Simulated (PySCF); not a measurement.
**Electric field gradients and quadrupole coupling constants**

Species: C3H15N2PSi2.
SMILES with atom numbers: `[CH3:1][N:2]([CH3:3])[C@@H:4]([SiH3:5])[Si@H:6]([NH2:7])[PH2:8]` (hydrogens: H9, H10, H11 on C1; H12, H13, H14 on C3; H15 on C4; H16, H17, H18 on Si5; H19 on Si6; H20, H21 on N7; H22, H23 on P8)

Structure used (GFN2-xTB), in Å, numbered top down from 1:
```xyz
23
C3H15N2PSi2 angstrom
C      1.7301    1.7578    0.1769
N      1.4195    0.4784   -0.4193
C      1.9913   -0.6043    0.3453
C      0.0001    0.3083   -0.6971
Si    -0.2256   -1.0188   -2.0613
Si    -1.1703    0.0890    0.8158
N     -0.9826   -1.4817    1.5176
P     -3.2606    0.4118    0.0228
H      1.3175    1.8694    1.1905
H      1.3331    2.5547   -0.4510
H      2.8134    1.8699    0.2293
H      1.8083   -1.5444   -0.1703
H      1.5764   -0.6731    1.3611
H      3.0689   -0.4532    0.4135
H     -0.3193    1.2429   -1.1764
H     -1.5576   -0.8740   -2.6490
H      0.8234   -0.8152   -3.0578
H     -0.1136   -2.3854   -1.5284
H     -0.9077    0.9968    1.9471
H     -1.7027   -1.8046    2.1453
H     -0.7021   -2.2413    0.9185
H     -3.1254    1.7774   -0.1388
H     -3.8193    0.5665    1.2757
```

Field gradients from the PBE0/pcSseg-1 density (PySCF, non-relativistic), principal values in atomic units, ordered |Vxx| ≤ |Vyy| ≤ |Vzz|:

```json
{"atom": "N2", "Vxx": "0.6119", "Vyy": "0.7313", "Vzz": "-1.3432"}
{"atom": "N7", "Vxx": "0.3117", "Vyy": "0.6025", "Vzz": "-0.9142"}
```

**Question.** Find the asymmetry η = (Vxx − Vyy)/Vzz and the couplings χ = eQV/h (234.96 MHz × Q in barn × V in au), with Q(14N) = 0.02044 b.

**Answer.** 
```json
{"atom": "N2", "environment": "tertiary amine nitrogen", "nucleus": "14N", "η": "0.09", "χzz (MHz)": "-6.45", "χxx (MHz)": "2.94", "χyy (MHz)": "3.51"}
{"atom": "N7", "environment": "silicon-bound nitrogen", "nucleus": "14N", "η": "0.32", "χzz (MHz)": "-4.391", "χxx (MHz)": "1.497", "χyy (MHz)": "2.894"}
```

**Question.** What is Vzz at N7 in SI units (1 au = 9.71736 × 10²¹ V/m²)?

**Answer.** -0.9142 au = -8.884 × 10²¹ V/m².

Were the hydrogens deuterons (Q(2H) = 0.00286 b), χzz would run from 105 kHz (H19) to 287 kHz (H21 and H20).

Geometry: GFN2-xTB, one conformer, isolated molecule. GFN2-xTB bond lengths can be off by several hundredths of an ångström, more for odd bonds, and the gradients follow them. These gradients aren't converged with respect to the basis.
